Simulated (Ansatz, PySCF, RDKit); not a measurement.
Pair of molecules: CH4O (SMILES CO) (first 6 atoms) with C2H6 (SMILES CC); geometry from B3LYP-D3(BJ)/def2-TZVP.
(charge 0, multiplicity 1):
```xyz
14

C     -0.6336     0.2408     0.0527
O      0.6830    -0.1554     0.4083
H     -1.2481    -0.6085    -0.2651
H     -0.5412     0.9309    -0.7846
H     -1.1428     0.7587     0.8730
H      0.6286    -0.7709     1.1462
C     -0.1220    -0.7592     3.7011
C      0.1489     0.7392     3.8048
H     -0.4977    -1.1658     4.6419
H      0.7881    -1.3119     3.4538
H     -0.8723    -0.9784     2.9371
H     -0.7623     1.2888     4.0482
H      0.5402     1.1355     2.8667
H      0.8812     0.9528     4.5854
```

Counterpoise-corrected where a basis set is named; no monomer relaxation. RDKit's UFF carries no charges.

Rows in 6-31G* carry no dispersion term and start afresh at each structure (6-31G* with six Cartesian d functions).

The values were computed with Ansatz (a first-principles code) with Gaussian orbitals; PySCF for 6-31G* rows, the dispersion terms; RDKit for the force fields. 

Problem. One of these levels gives -69.0 meV for the interaction energy. Which?
(A) UFF
(B) HF/6-31G*
(C) BLYP-D3(BJ)/def2-TZVPPD

Solution. C, BLYP-D3(BJ)/def2-TZVPPD. The others give -14.0 (UFF), 38.3 (HF/6-31G*)
